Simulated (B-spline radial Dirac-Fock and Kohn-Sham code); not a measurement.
**Radiative decay of the L2 hole in Tm⁺**

System: Tm⁺, [Xe] 4f12 5d1 6s1 (an excited configuration).

Calculated with a radial finite-basis atomic code, using a relativistic independent-particle model: LDA orbitals of the hole state, radiative multipoles to third order, Auger rates from the Coulomb interaction with a continuum orbital, Dirac-Fock energies.

| line | multipole | energy (eV) | width (meV) | share (%) |
| --- | --- | --- | --- | --- |
| Lη | E1 | 7303.8 | 20.9 | 2.13 |
| L2-M3 | E2 | 7731.8 | 0.591 | 0.0603 |
| Lβ1 | E1 | 8103.0 | 808 | 82.4 |
| Lγ5 | E1 | 9141.6 | 5.12 | 0.522 |
| Lγ1 | E1 | 9425.3 | 144 | 14.6 |
| L2-O1 | E1 | – | 0.877 | 0.0895 |
| Lγ6 | E1 | 9621.3 | 0.922 | 0.0941 |

The listed lines hold 99.9 % of the radiative rate. A dash stands for an energy that rests on an unreliable hole state. The radiative width is 0.980 eV in the length form and 1.00 eV in the velocity form; the two differ because the transition energies are not eigenvalue differences of the potential that gave the orbitals.
